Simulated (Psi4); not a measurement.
C$_{8}$H$_{9}$ (SMILES [CH2]c1ccc(C)cc1), doublet, geometry from GFN2-xTB; CAM-B3LYP/def2-SV(P) (Psi4).

Psi4 was given this input:
```
memory 2 GB

molecule {
0 2
C    -2.86940762    0.04230958    0.04061680
C    -1.49251200    0.02059238    0.02077269
C    -0.76964542   -1.10670664   -0.46122192
C     0.60065833   -1.11868845   -0.47556411
C     1.34045314   -0.02581735   -0.01768787
C     2.83523812   -0.03240613   -0.04110719
C     0.64717806    1.09259535    0.45923992
C    -0.72087053    1.12517956    0.48211883
H    -3.44548796   -0.79521068   -0.30925238
H    -3.40864576    0.89741059    0.40629066
H    -1.32637261   -1.96090267   -0.81821381
H     1.12443398   -1.98904985   -0.84687777
H     3.21858061   -1.01579588   -0.30197407
H     3.23522463    0.25477780    0.93086154
H     3.20460889    0.68682114   -0.77355242
H     1.21174650    1.94351087    0.81542914
H    -1.24064055    1.99608895    0.85428617
}

set {
  basis def2-sv(p)
  reference uks
  df_basis_scf cc-pvtz-jkfit
}

energy('cam-b3lyp')
print_variables()
```

What the program printed (banner, timings and long lists left out):

```
   => Loading Basis Set <=

    Name: DEF2-SV(P)
    Role: ORBITAL
    Keyword: BASIS

         ---------------------------------------------------------
                                   SCF
               by Justin Turney, Rob Parrish, Andy Simmonett
                          and Daniel G. A. Smith
                              UKS Reference
         ---------------------------------------------------------

  ==> Geometry <==

    Molecular point group: c1
    Full point group: C1

    Geometry (in Angstrom), charge = 0, multiplicity = 2:

       Center              X                  Y                   Z               Mass
    ------------   -----------------  -----------------  -----------------  -----------------
         C           -2.845106680972     0.042476249317     0.040210726069    12.000000000000
         C           -1.468211060972     0.020759049317     0.020366616069    12.000000000000
         C           -0.745344480972    -1.106539970683    -0.461627993931    12.000000000000
         C            0.624959269028    -1.118521780683    -0.475970183931    12.000000000000
         C            1.364754079028    -0.025650680683    -0.018093943931    12.000000000000
         C            2.859539059028    -0.032239460683    -0.041513263931    12.000000000000
         C            0.671478999028     1.092762019317     0.458833846069    12.000000000000
         C           -0.696569590972     1.125346229317     0.481712756069    12.000000000000
         H           -3.421187020972    -0.795044010683    -0.309658453931     1.007825032230
         H           -3.384344820972     0.897577259317     0.405884586069     1.007825032230
         H           -1.302071670972    -1.960736000683    -0.818619883931     1.007825032230
         H            1.148734919028    -1.988883180683    -0.847283843931     1.007825032230
         H            3.242881549028    -1.015629210683    -0.302380143931     1.007825032230
         H            3.259525569028     0.254944469317     0.930455466069     1.007825032230
         H            3.228909829028     0.686987809317    -0.773958493931     1.007825032230
         H            1.236047439028     1.943677539317     0.815023066069     1.007825032230
         H           -1.216339610972     1.996255619317     0.853880096069     1.007825032230

  Running in c1 symmetry.

  Rotational constants: A =      0.18093  B =      0.05125  C =      0.04023 [cm^-1]
[...]
      Ntotal   =   57.0000224225 ; deviation = 2.242e-05

   @Spin Contamination Metric:   6.313297517E-02
   @S^2 Expected:                7.500000000E-01
   @S^2 Observed:                8.131329752E-01
   @S   Expected:                5.000000000E-01
   @S   Observed:                5.000000000E-01

    Orbital Energies [Eh]
    ---------------------

    Alpha Occupied:

[...]
    Alpha Virtual:

[...]
    Beta Occupied:

[...]
      28A     -0.309697

    Beta Virtual:

[...]
    Final Occupation by Irrep:
              A
    DOCC [    28 ]
    SOCC [     1 ]
    NA   [    29 ]
    NB   [    28 ]

  @DF-UKS Final Energy:  -309.79610877060196

   => Energetics <=

    Nuclear Repulsion Energy =            332.6089499771575788
    One-Electron Energy =               -1074.8593742150537764
    Two-Electron Energy =                 466.1098253392461288
    DFT Exchange-Correlation Energy =     -33.6555098719519705
    Empirical Dispersion Energy =           0.0000000000000000
    VV10 Nonlocal Energy =                  0.0000000000000000
    Total Energy =                       -309.7961087706019612

  UHF NO Occupations:
  HONO-2 :   27  A 1.9900265
  HONO-1 :   28  A 1.9819911
  HONO-0 :   29  A 1.0000000
  LUNO+0 :   30  A 0.0180089
  LUNO+1 :   31  A 0.0099735
  LUNO+2 :   32  A 0.0023975
  LUNO+3 :   33  A 0.0005854

Computation Completed

Properties will be evaluated at   0.000000,   0.000000,   0.000000 [a0]

Properties computed using the SCF density matrix

 Multipole Moments:

 ------------------------------------------------------------------------------------
     Multipole            Electronic (a.u.)      Nuclear  (a.u.)        Total (a.u.)
 ------------------------------------------------------------------------------------

 L = 1.  Multiply by 2.5417464519 to convert [e a0] to [Debye]
 Dipole X            :         -2.3882035            2.6175612            0.2293577
 Dipole Y            :          0.0033364            0.0179528            0.0212892
 Dipole Z            :          0.0401744           -0.0437401           -0.0035657
 Magnitude           :                                                    0.2303712

 ------------------------------------------------------------------------------------

  Variable Map:
  ----------------------------------------------------------------------------
[...]
  Array Variable Map:
  ----------------------------------------------------------------------------
[...]
[...]
```
